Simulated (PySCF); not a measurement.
Species: C5H4Cl2O2.
Atom-mapped SMILES: `[O:1]=[C:2]([Cl:3])[C@@H:4]1[CH2:5][C@H:6]1[C:7](=[O:8])[Cl:9]` (hydrogens: H10 on C4; H11, H12 on C5; H13 on C6)

Structure used (GFN2-xTB), in Å, numbered top down from 1:
```
atom  x, y, z in Å
O1    -2.6056   -0.1162   -0.0272
C2    -1.7903    0.7460   -0.0351
Cl3   -2.2618    2.4345    0.1572
C4    -0.3344    0.6044   -0.2041
C5     0.1583   -0.4906   -1.1047
C6     0.2857   -0.6658    0.3764
C7     1.5857   -0.5996    1.0583
O8     1.9187   -1.2098    2.0184
Cl9    2.7256    0.5276    0.3008
H10    0.2431    1.5150   -0.1401
H11   -0.5819   -1.0983   -1.6023
H12    1.0527   -0.2937   -1.6746
H13   -0.4002   -1.3530    0.8592
```

Theory: TDDFT B3LYP/def2-SVPD, vertical, gas phase, core orbitals frozen in the response in PySCF.

Kohn–Sham orbitals with the atoms that hold most of them (Löwdin shares over 4%, at most four atoms; ? is withheld):

| orbital | ε (eV) | atoms |
| --- | --- | --- |
| HOMO-3 | -9.53 | Cl3 70%, O1 13%, C2 9%, Cl9 5% |
| HOMO-2 | -9.26 | Cl3 60%, C6 10%, C2 7%, C4 7% |
| HOMO-1 | -8.82 | ? |
| HOMO | -8.66 | ? |
| LUMO | -2.39 | C2 21%, C7 18%, O1 16%, O8 16% |
| LUMO+1 | -1.37 | C7 22%, C2 19%, O8 17%, O1 14% |
| LUMO+2 | -0.23 | Cl9 31%, Cl3 19%, C7 14%, C2 8% |

**Question.** Which atoms hold the HOMO-1, and with what shares?

**Answer.** O1 (bonded to C) 49%; Cl3 (bonded to C) 24%; C2 (bonded to C, Cl and O) 6%; O8 (bonded to C) 6%. By element: oxygen 55%, chlorine 24% or more, carbon 6% or more.

**Question.** Which atoms hold the HOMO, and with what shares?

**Answer.** O8 (bonded to C) 47%; Cl9 (bonded to C) 26%; O1 (bonded to C) 6%; C7 (bonded to C, Cl and O) 6%. By element: oxygen 53%, chlorine 26% or more, carbon 6% or more.

**Question.** The HOMO–LUMO gap is 6.28 eV. Where does the response calculation put the lowest singlet, and from which orbitals?

**Answer.** S1 is at 4.90 eV (f = 0.0045), 1.38 eV below the gap, made of HOMO→LUMO (81%), HOMO→LUMO+1 (10%). Without the coupling terms of the response equations the lowest excitation would equal the gap.

**Question.** One configuration dominates each of S1, S2 and S3. Which, and how do the shares of the two leading atoms of either orbital change from the occupied to the empty one?

**Answer.** 
- S1 (4.90 eV, f 0.0045), HOMO→LUMO (81%): O8 47% → 16%, Cl9 26% → at most 16%, C2 at most 6% → 21%, C7 6% → 18%
- S2 (4.99 eV, f 0.0001), HOMO-1→LUMO (82%): O1 49% → 16%, Cl3 24% → at most 16%, C2 6% → 21%, C7 at most 6% → 18%
- S3 (5.85 eV, f 0.015), HOMO-2→LUMO (88%): Cl3 60% → at most 16%, C6 10% → at most 16%, C2 7% → 21%, C7 at most 7% → 18%

One conformer stands for the species.
